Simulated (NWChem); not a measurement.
System: BBrF2; SMILES FB(F)Br

Input file for NWChem:

```
start job
memory heap 200 mb stack 900 mb global 1100 mb
geometry units angstroms noautoz
  B      0.000000     0.000000     0.925916
  F      0.000000    -1.128909     1.589788
  F      0.000000     1.128909     1.589788
  Br     0.000000     0.000000    -0.975608
end
basis spherical
  * library def2-svp
end
dft
  xc xcamb88 1.00 lyp 0.81 vwn_5 0.19 hfexch 1.00
  cam 0.33 cam_alpha 0.19 cam_beta 0.46
  iterations 150
end
tddft
  cis
  nroots 8
  notriplet
end
task tddft energy
```

Parts of the log:

```
             Northwest Computational Chemistry Package (NWChem) 7.3.0
             --------------------------------------------------------

 C2V symmetry detected

                             Geometry "geometry" -> ""
                             -------------------------

 Output coordinates in angstroms (scale by  1.889725989 to convert to a.u.)

  No.       Tag          Charge          X              Y              Z
 ---- ---------------- ---------- -------------- -------------- --------------
    1 B                    5.0000     0.00000000     0.00000000     0.94144214
    2 F                    9.0000     0.00000000    -1.12890900     1.60531414
    3 F                    9.0000     0.00000000     1.12890900     1.60531414
    4 Br                  35.0000     0.00000000     0.00000000    -0.96008186

 Effective nuclear repulsion energy (a.u.)     222.9968986355

      Symmetry information
      --------------------

 Group name             C2v
 Group number             16
 Group order               4
 No. of unique centers     3

                                 NWChem DFT Module
                                 -----------------

 Summary of "ao basis" -> "ao basis" (spherical)
 ------------------------------------------------------------------------------
       Tag                 Description            Shells   Functions and Types
 ---------------- ------------------------------  ------  ---------------------
 B                          def2-svp                 6       14   3s2p1d
 F                          def2-svp                 6       14   3s2p1d
 Br                         def2-svp                12       32   5s4p3d

      Symmetry analysis of basis
      --------------------------

        a1         32
        a2          8
        b1         14
        b2         20

            General Information
            -------------------
          SCF calculation type: DFT
          Wavefunction type:  closed shell.
          No. of atoms     :     4
          No. of electrons :    58
           Alpha electrons :    29
            Beta electrons :    29
          Charge           :     0
          Spin multiplicity:     1
          Use of symmetry is: off; symmetry adaption is: on
          Maximum number of iterations: 150
          AO basis - number of functions:    74
                     number of shells:    30
          Convergence on energy requested:  1.00D-06
          Convergence on density requested:  1.00D-05
          Convergence on gradient requested:  5.00D-04

              XC Information
              --------------
                     Hartree-Fock (Exact) Exchange  1.000
                   CAM-Becke88 Exchange Functional  1.000
                      VWN V Correlation Functional  0.190 local
              Lee-Yang-Parr Correlation Functional  0.810

           Range-Separation Parameters
           ---------------------------
           Alpha           :  0.19
           Beta            :  0.46
           Gamma           :  0.33
           Short-Range HF  :     F

             Grid Information
             ----------------
          Grid used for XC integration:  medium
          Radial quadrature: Mura-Knowles
          Angular quadrature: Lebedev.
          Tag              B.-S. Rad. Rad. Pts. Rad. Cut. Ang. Pts.
          ---              ---------- --------- --------- ---------
          B                   0.85       49           7.0       434
          F                   0.50       49           8.0       434
          Br                  1.15      112           8.0       590
          Grid pruning is: on
          Number of quadrature shells:   259
          Spatial weights used:  Erf1

      Superposition of Atomic Density Guess
      -------------------------------------

 Sum of atomic energies:       -2795.17482592

      Non-variational initial energy
      ------------------------------

 Total energy =   -2796.131356
 1-e energy   =   -4336.489577
 2-e energy   =    1317.361323
 HOMO         =      -0.404079
 LUMO         =       0.094173

      Symmetry analysis of molecular orbitals - initial
      -------------------------------------------------

  Numbering of irreducible representations:

[...]

                                NWChem TDDFT Module
                                -------------------

            General Information
            -------------------
           No. of orbitals :     148
            Alpha orbitals :      74
             Beta orbitals :      74
        Alpha frozen cores :       0
         Beta frozen cores :       0
     Alpha frozen virtuals :       0
      Beta frozen virtuals :       0
         Spin multiplicity :       1
    Number of AO functions :      74
        Use of symmetry is : off
      Symmetry adaption is : on
         Schwarz screening :  0.10D-07

              XC Information
              --------------
              Hartree-Fock (Exact) Exchange   1.00
            CAM-Becke88 Exchange Functional   1.00
               VWN V Correlation Functional   0.19 local
       Lee-Yang-Parr Correlation Functional   0.81
           Alpha           :  0.19
           Beta            :  0.46
           Gamma           :  0.33

             TDDFT Information
             -----------------
          Calculation type : Tamm-Dancoff TDDFT
         Wavefunction type : Restricted singlets
          No. of electrons :      58
           Alpha electrons :      29
            Beta electrons :      29
              No. of roots :       8
          Max subspacesize :    5600
            Max iterations :     100
               Target root :       1
           Target symmetry : none
      Symmetry restriction : off
                 Algorithm : Optimal
        Davidson threshold :  0.10D-03

    8 smallest eigenvalue differences (eV)
--------------------------------------------------------
  No. Spin  Occ  Vir  Irrep   E(Occ)    E(Vir)   E(Diff)
--------------------------------------------------------
    1    1   29   30 a2       -0.376     0.038    11.259
    2    1   28   30 a1       -0.387     0.038    11.569
    3    1   29   31 b2       -0.376     0.089    12.648
    4    1   28   31 b1       -0.387     0.089    12.958
    5    1   27   30 b1       -0.464     0.038    13.657
    6    1   27   31 a1       -0.464     0.089    15.047
    7    1   29   32 b2       -0.376     0.177    15.057
    8    1   26   30 a2       -0.520     0.038    15.167
--------------------------------------------------------

  Entering Davidson iterations
  Restricted singlet excited states

  Iter   NTrls   NConv    DeltaV     DeltaE      Time
  ----  ------  ------  ---------  ---------  ---------
    1      8       0     0.14E+00   0.10+100        7.2
    2     16       0     0.40E-01   0.33E-01        7.2
    3     24       0     0.26E-01   0.33E-02        7.1
    4     32       0     0.40E-01   0.47E-02        7.1
    5     40       2     0.10E-01   0.21E-02        6.9
    6     46       6     0.17E-02   0.73E-04        6.4
    7     48       6     0.36E-03   0.18E-05        5.3
    8     50       7     0.14E-03   0.10E-06        5.2
    9     51       8     0.88E-04   0.59E-08        4.8
  ----  ------  ------  ---------  ---------  ---------
  Convergence criterion met

  Ground state a1      -2798.428807161702 a.u.

  ----------------------------------------------------------------------------
  Root   1 singlet a2             0.266373165 a.u.                7.2484 eV
  ----------------------------------------------------------------------------
     Transition Moments    X  0.00000   Y -0.00000   Z -0.00000
     Dipole Oscillator Strength                    0.0000000000
     Electric Quadrupole                           0.0000000013
     Magnetic Dipole                               0.0000001237
     Total Oscillator Strength                     0.0000001250

     Occ.   29  b2  ---  Virt.   30  b1      -0.99797
  ----------------------------------------------------------------------------
  Root   2 singlet a1             0.301297984 a.u.                8.1987 eV
  ----------------------------------------------------------------------------
     Transition Moments    X  0.00000   Y  0.00000   Z  0.71325
     Dipole Oscillator Strength                    0.1021864929
     Electric Quadrupole                           0.0000000041
     Magnetic Dipole                               0.0000000000
     Total Oscillator Strength                     0.1021864970

     Occ.   27  a1  ---  Virt.   31  a1       0.19755
     Occ.   27  a1  ---  Virt.   32  a1       0.13262
     Occ.   28  b1  ---  Virt.   30  b1       0.95835
     Occ.   29  b2  ---  Virt.   33  b2       0.13112
  ----------------------------------------------------------------------------
  Root   3 singlet b2             0.322456331 a.u.                8.7745 eV
  ----------------------------------------------------------------------------
     Transition Moments    X -0.00000   Y  0.23282   Z -0.00000
     Dipole Oscillator Strength                    0.0116527296
     Electric Quadrupole                           0.0000000148
     Magnetic Dipole                               0.0000000684
     Total Oscillator Strength                     0.0116528128

     Occ.   29  b2  ---  Virt.   31  a1      -0.97265
     Occ.   29  b2  ---  Virt.   32  a1      -0.20934
     Occ.   29  b2  ---  Virt.   34  a1       0.05523
  ----------------------------------------------------------------------------
  Root   4 singlet b1             0.331637334 a.u.                9.0243 eV
  ----------------------------------------------------------------------------
     Transition Moments    X  0.29783   Y -0.00000   Z -0.00000
     Dipole Oscillator Strength                    0.0196112257
     Electric Quadrupole                           0.0000000304
     Magnetic Dipole                               0.0000002889
     Total Oscillator Strength                     0.0196115450

[...]
```

Level: CAM-B3LYP/def2-SVP, TDA. Geometry: optimised at PBE0/def2-SVP.
